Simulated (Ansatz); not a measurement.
One change: `Cl[SiH](Cl)[SiH](Cl)Cl` becomes `Cl[SiH2][SiH](Cl)Cl`.

Ansatz, PBE0-D4/def2-TZVP geometries, multiplicity 1. Each molecule was computed in one conformer, which needn't be the lowest.

```json
{"property": "HOMO energy (B3LYP/def2-TZVPP) / eV", "`Cl[SiH](Cl)[SiH](Cl)Cl`": "-8.10"}
{"property": "size of the dipole moment (B3LYP/def2-TZVPP) / D", "`Cl[SiH](Cl)[SiH](Cl)Cl`": "1.36"}
{"property": "HOMO–LUMO gap (ωB97M-V/def2-TZVPP) / eV", "`Cl[SiH](Cl)[SiH](Cl)Cl`": "11.06"}
{"property": "HOMO energy (PBE/def2-TZVPP) / eV", "`Cl[SiH](Cl)[SiH](Cl)Cl`": "-7.08"}
{"property": "HOMO–LUMO gap (PBE/def2-TZVPP) / eV", "`Cl[SiH](Cl)[SiH](Cl)Cl`": "5.12"}
{"property": "LUMO energy (PBE0/def2-TZVPP) / eV", "`Cl[SiH](Cl)[SiH](Cl)Cl`": "-1.13"}
```

(1) What does the change do to each property? (Best estimate.)

Results:

(1) Computed: 
```tsv
property	`Cl[SiH2][SiH](Cl)Cl`	shift
HOMO energy (B3LYP/def2-TZVPP) / eV	-8.04	0.06
size of the dipole moment (B3LYP/def2-TZVPP) / D	1.00	-0.36
HOMO–LUMO gap (ωB97M-V/def2-TZVPP) / eV	11.03	-0.03
HOMO energy (PBE/def2-TZVPP) / eV	-7.03	0.05
HOMO–LUMO gap (PBE/def2-TZVPP) / eV	5.10	-0.02
LUMO energy (PBE0/def2-TZVPP) / eV	-1.08	0.05
```

Dipoles are sizes alone; their direction can turn.

Positive LUMOs are unbound, so they and the gaps depend on the basis.

B3LYP here is the variant with VWN-RPA as its local correlation; programs differ in this.
